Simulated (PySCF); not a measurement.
C3H7NSi, SMILES N1(C=CC1)[SiH3].

The structure is a stationary point at ωB97X-D3(BJ)/def2-SVP. The structure was generated by enumeration, and PubChem lists no compound with its InChIKey, so it may never have been made.

The numbers are results of PySCF with TDDFT-CAM-B3LYP/def2-SVPD, not measurements.

Vertical excitations. Isolated molecule, no solvent.

Computed excitation energies, oscillator strengths and character:
```tsv
state	energy (eV)	λ (nm)	f	main pairs
S1	5.49	226	0.003	HOMO→LUMO 87 %
S2	5.78	214	0.170	HOMO→LUMO+1 61 %, HOMO→LUMO+2 33 %
S3	6.14	202	0.017	HOMO→LUMO+3 64 %, HOMO→LUMO+2 19 %
S4	6.20	200	0.032	HOMO→LUMO+4 83 %
S5	6.55	189	0.003	HOMO→LUMO+2 30 %, HOMO→LUMO+3 28 %, HOMO→LUMO+1 22 %, HOMO→LUMO+4 8 %
S6	6.99	177	0.024	HOMO→LUMO+5 71 %, HOMO→LUMO+6 22 %
S7	7.07	175	0.020	HOMO→LUMO+6 71 %, HOMO→LUMO+5 23 %
S8	7.61	163	0.051	HOMO→LUMO+7 85 %
S9	7.71	161	0.055	HOMO→LUMO+8 82 %
S10	7.92	157	0.008	HOMO→LUMO+10 37 %, HOMO→LUMO+9 19 %, HOMO−1→LUMO 16 %, HOMO−1→LUMO+1 6 %
T1	3.70	335	0	HOMO→LUMO+1 40 %, HOMO→LUMO+2 33 %, HOMO→LUMO+3 10 %
T2	5.33	232	0	HOMO→LUMO 70 %, HOMO→LUMO+1 19 %
T3	6.00	207	0	HOMO→LUMO+3 44 %, HOMO→LUMO+2 36 %, HOMO→LUMO 7 %
T4	6.03	205	0	HOMO→LUMO+4 74 %
```
Triplets are in the Tamm–Dancoff approximation, which puts them higher than full response would, so one can lie above its singlet here.
